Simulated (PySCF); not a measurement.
Coordinates in bohr (charge 0 multiplicity 4):
```
Mo    0.3485    0.0000   -0.2430
O    -2.3355    0.0000    1.3939
H     3.2021    0.0000    1.3742
```

All numbers come from UPBE0 in PySCF with Mo def2-TZVP with ECP28, O def2-TZVP, H def2-TZVP; scalar-relativistic core potentials, no spin–orbit coupling; density-fitted integrals.

This geometry of HMoO is a stationary point at this level.

(1) What is the point group?

(2) Is it a minimum?

(3) List the harmonic modes with their infrared intensities.

Answers

(1) Cs.

(2) Yes: all harmonic wavenumbers are real.

(3) 
```csv
symmetry,ω (cm⁻¹),IR (km/mol)
a',570,45.9
a',1025,217
a',1820,206
```

Other isomers or separated fragments may lie lower. Other spin states or occupations of the open shell can lie lower.
